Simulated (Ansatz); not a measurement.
`C[SiH](F)[SiH2]Cl`, relaxed with RKS PBE0-D4/def2-TZVP in Ansatz from a PBE-D4/def2-SVP geometry. The force threshold is 0.005 eV/Å; the program also tests the step.

The species carries charge 0 and has multiplicity 1.

Start:

```xyz
11

C    -1.325   -1.062   -0.086
Si   -0.613    0.665   -0.225
F    -0.682    1.166   -1.794
Si    1.661    0.618    0.394
Cl    2.486   -1.031   -0.610
H    -1.378   -1.365    0.981
H    -0.673   -1.784   -0.617
H    -2.346   -1.115   -0.514
H    -1.391    1.663    0.594
H     2.431    1.849    0.003
H     1.831    0.398    1.875
```

```csv
step,energy (eV),largest force (eV/Å),largest move (Å)
1,-32120.9468,0.913,0.000
2,-32120.9979,0.553,0.059
3,-32121.0106,0.157,0.041
4,-32121.0129,0.028,0.028
5,-32121.0135,0.028,0.027
6,-32121.0138,0.011,0.018
7,-32121.0138,0.004,0.012
```

End:

```xyz
11

C    -1.345   -1.058   -0.098
Si   -0.594    0.633   -0.237
F    -0.689    1.131   -1.762
Si    1.670    0.614    0.387
Cl    2.587   -0.991   -0.538
H    -1.347   -1.384    0.946
H    -0.776   -1.786   -0.680
H    -2.378   -1.054   -0.455
H    -1.336    1.622    0.593
H     2.395    1.847   -0.011
H     1.813    0.426    1.855
```

It took 25 s on 4 threads of a server CPU on a shared host, with 0.64 GiB of host memory at the peak.
